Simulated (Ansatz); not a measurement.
Two structures of Si2H7ClO, singlet, reached by relaxing down either side of one saddle point (PBE0-D4/def2-TZVP). Energies are electronic, without zero-point energy. Ansatz 0.2.0; basis: def2-TZVPP and def2-QZVPP; cores frozen in the correlated methods. Extrapolation: Hartree–Fock as exp(−7.88 √X), correlation as X^−2.97. First:

| atom | x (Å) | y (Å) | z (Å) |
| --- | --- | --- | --- |
| Si1 | -0.4105 | -0.4199 | -1.8578 |
| H2 | 1.0460 | -0.5061 | -2.0988 |
| H3 | -0.9247 | -1.5658 | -1.0810 |
| H4 | -0.7985 | 0.8782 | -1.2636 |
| Cl5 | -1.3149 | -0.5042 | -3.7175 |
| H6 | 1.8165 | -0.2371 | 0.6091 |
| O7 | 0.8627 | -0.3043 | 0.6742 |
| Si8 | 0.1095 | 0.4946 | 1.9149 |
| H9 | 0.3174 | 1.9633 | 1.8136 |
| H10 | -1.3269 | 0.1691 | 1.7758 |
| H11 | 0.6232 | 0.0320 | 3.2312 |

Second:

Si1  (-1.211, -0.449, -1.090)
H2  (2.200, -0.412, -1.051)
H3  (-0.625, -1.755, -1.459)
H4  (-2.675, -0.422, -1.282)
Cl5  (-0.394, 0.963, -2.338)
H6  (2.372, -0.919, -0.530)
O7  (-0.874, -0.095, 0.451)
Si8  (0.092, 0.616, 1.570)
H9  (0.865, 1.721, 0.951)
H10  (-0.773, 1.146, 2.652)
H11  (1.023, -0.396, 2.127)
(Å)

**Question.** Which bonds change from the first to the second?

**Answer.** SiH₃Cl ([SiH3][Cl]) + SiH₄O ([OH][SiH3]) → Si₂H₅ClO ([SiH3][O][SiH2][Cl]) + H₂; bonds formed: Si1–O7, H2–H6; bonds broken: Si1–H2, H6–O7.

**Question.** Give the saddle point's structure and its height above each. (An estimate is asked for; the value comes from the calculation.)

**Answer.** Computed: 38.17 kcal/mol above the first and 60.23 kcal/mol above the second (CCSD(T) at an estimated basis limit (MP2 extrapolated from triple and quadruple zeta, plus CCSD(T) − MP2 in triple zeta)).
```
11
angstrom
Si -0.3827 -0.5400 -1.2978
H 1.2688 -0.8861 -1.3682
H -0.7469 -1.9570 -1.5219
H -1.6375 0.1338 -0.8473
Cl -0.1267 0.5591 -3.0495
H 1.1955 -0.5926 -0.2842
O 0.3428 -0.2928 0.3888
Si 0.0701 0.6970 1.7201
H -0.1340 2.0888 1.2593
H -1.1272 0.1979 2.4317
H 1.2778 0.5920 2.5691
```

The T1 diagnostic stays at or below 0.012.

Labels in which every atom is bracketed show which atoms are joined, not bond orders.

For scale, one of the runs: CCSD(T)/def2-TZVPP, 255 basis functions, launched by `ansatz run in.yaml --threads 4 --pin off --events-out ev --progress --plain --max-ram 9574MiB`. Hardware: 4 CPU threads of an Arm Neoverse V2, shared host. Wall time 91 s; peak host memory 5.2 GiB.
